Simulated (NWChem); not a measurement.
System: C₅H₅N; SMILES C=C/C=C/C#N

Here is an NWChem input.

```
start job
memory heap 200 mb stack 900 mb global 1100 mb
geometry units angstroms noautoz
  C      0.415487    -2.841877     0.000000
  C     -0.353954    -1.741674     0.000000
  C      0.181731    -0.393910     0.000000
  C     -0.586936     0.718058     0.000000
  C     -0.043338     2.034576     0.000000
  N      0.384723     3.117887     0.000000
  H      1.501042    -2.777085     0.000000
  H     -0.014216    -3.838699     0.000000
  H     -1.439004    -1.839535     0.000000
  H      1.265273    -0.288838     0.000000
  H     -1.672442     0.645034     0.000000
end
basis spherical
  * library def2-svp
end
dft
  xc xcamb88 1.00 lyp 1.0 hfexch 1.00
  cam 0.33 cam_alpha 0.0 cam_beta 1.0
  iterations 150
  mulliken
end
task dft energy
```

Geometry: optimised at B3LYP/6-31G* (spherical d).

**Question.** What results follow from this input? (LC-BLYP (range parameter 0.33 per bohr)/def2-SVP.) Quantities: energy (Ha); highest occupied level (eV); orbital gap (eV); dipole (D).

**Answer.** The energy (Ha) is -247.37 and the highest occupied level (eV) comes out as -9.43. The orbital gap (eV) is 9.34 and the dipole (D) is 4.40.
